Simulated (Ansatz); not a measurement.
Species: sum formula H$_{6}$Si$_{2}$O$_{3}$ (charge 0, singlet). 
Geometry from a B3LYP-D3(BJ)/def2-TZVP (Ansatz, an electronic-structure program) optimisation:
SMILES: [Si]([SiH3])(O)(O)O
```xyz
11

O     -1.1515     0.5771     1.3434
Si    -0.2910     0.3175    -0.0330
O     -1.3285    -0.1281    -1.2227
O      0.4614     1.7603    -0.3213
Si     1.2439    -1.4378     0.1423
H     -0.8407     1.2728     1.9291
H     -2.1588     0.3516    -1.3052
H      1.0233     1.8354    -1.0967
H      0.5617    -2.7328     0.3725
H      2.1697    -1.1782     1.2731
H      2.0539    -1.5389    -1.0984
```

Total electronic energies in hartree. Valence correlation only, unless marked. No spin-orbit coupling. No relativistic terms. Basis-set limits of correlation are two-point, X^-3; Hartree-Fock from the larger set. The bracket is a focal-point correction in the basis named.

```csv
level,program,energy (Eh)
HF/cc-pwCVTZ,Ansatz,-806.24090
RI-HF/cc-pV(Q+d)Z,Ansatz,-806.26473
r2SCAN-D4/def2-TZVPD,Ansatz + dftd4,-808.38566
B3LYP-D3(BJ)/def2-TZVPD,Ansatz + dftd3,-808.60643
B3LYP/def2-TZVPD,Ansatz,-808.59108
PBE0/def2-SVP,Ansatz,-807.55086
BHLYP/def2-TZVPD,Ansatz,-808.43752
r2SCANh-D4/def2-TZVPD,Ansatz + dftd4,-808.36879
HSE06-D3(BJ)/def2-TZVPD,Ansatz + dftd3,-808.04064
HSE06-D4/def2-TZVPD,Ansatz + dftd4,-808.04166
B2GP-PLYP-D4/def2-TZVPD,Ansatz + dftd4,-808.04027
B2PLYP-D3(BJ)/def2-TZVPD,Ansatz + dftd3,-808.16548
MP2/STO-3G,Ansatz,-796.44660
MP2/6-31G*,Ansatz,-806.74261
MP2/cc-pV(T+d)Z,Ansatz,-807.20586
RI-MP2/aug-cc-pV(Q+d)Z,Ansatz,-807.32275
SCS-MP2/6-31G,Ansatz,-806.30994
CCSD/cc-pV(D+d)Z,Ansatz,-806.91515
CCSD/cc-pwCVTZ,Ansatz,-807.25876
"RI-MP2/CBS(aug-cc-pV(T+d)Z,aug-cc-pV(Q+d)Z)+[CCSD(T)-MP2]/aug-cc-pV(D+d)Z",Ansatz,-807.4383
"RI-MP2/CBS(cc-pV(T+d)Z,cc-pV(Q+d)Z)+[CCSD(T)-MP2]/cc-pV(D+d)Z",Ansatz,-807.4296
"CCSD(T)/CBS(aug-cc-pV(T+d)Z,aug-cc-pV(Q+d)Z)",Ansatz,-807.4310
"CCSD(T)/CBS(cc-pV(T+d)Z,cc-pV(Q+d)Z)",Ansatz,-807.4306
```

Totals of different functionals don't rank their quality; only differences between species are comparable.
